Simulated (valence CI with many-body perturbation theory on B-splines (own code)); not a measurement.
# Which ion has this spectrum?

A relativistic CI+MBPT calculation for an atom or ion with 7 electrons gives these levels (Ry):

| J | Parity | E | g |
| --- | --- | --- | --- |
| 3/2 | odd | 0.00 | 1.32 |
| 3/2 | odd | 78.71 | 1.44 |
| 5/2 | odd | 80.40 | 1.17 |
| 1/2 | odd | 83.92 | 0.62 |
| 5/2 | even | 102.06 | 1.45 |
| 1/2 | even | 109.28 | 2.01 |
| 3/2 | even | 109.38 | 1.17 |
| 3/2 | odd | 162.80 | 1.29 |
| 3/2 | even | 182.67 | 1.58 |
| 5/2 | even | 185.60 | 1.28 |
| 1/2 | even | 189.93 | 1.35 |
| 3/2 | even | 190.58 | 1.01 |
| 3/2 | odd | 216.34 | 1.30 |
| 1/2 | even | 269.94 | 1.87 |

The energies are calculated, and their last digits are not significant.

Which is it?
A. Yb63+
B. Tm62+
C. Er61+
D. Ta66+

A. Yb63+, ground level (2s^2 2p1/2^2 2p3/2) J=3/2.
